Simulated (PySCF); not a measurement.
## Working out the ionisation energy of Sn

Sn [Kr] 4d10 5s2 5p2 (3P) → Sn⁺ [Kr] 4d10 5s2 5p1 (2P). All numbers are calculated (PySCF 2.14, a scalar-relativistic core potential, in aug-cc-pVDZ-PP with ECP28MDF). Frozen: 4s2 4p6 4d10. Energies in hartree (1 hartree = 27.21139 eV):

```json
{"part": "UHF", "Sn (lower)": "-213.335453", "Sn⁺ (upper)": "-213.083444"}
{"part": "CCSD correlation", "Sn (lower)": "-0.049609", "Sn⁺ (upper)": "-0.040071"}
{"part": "(T)", "Sn (lower)": "-0.000773", "Sn⁺ (upper)": "-0.000390"}
```

Problem. What does Hartree-Fock give?

Solution. (-213.083444) − (-213.335453) = 0.252009 hartree = 6.858 eV.

Problem. What do CCSD and CCSD(T) give?

Solution. The CCSD correlation energies differ by 0.009538 hartree = 0.260 eV and the triples by 0.000383 hartree = 0.010 eV, so CCSD gives 7.118 eV and CCSD(T) 7.128 eV.

Measured between the centres of the two terms (NIST): 7.389 eV, so CCSD(T) (valence) is off by -0.261 eV.

A double-zeta basis recovers only part of the correlation energy.

What remains against the reference includes basis incompleteness, the frozen core and higher excitations.
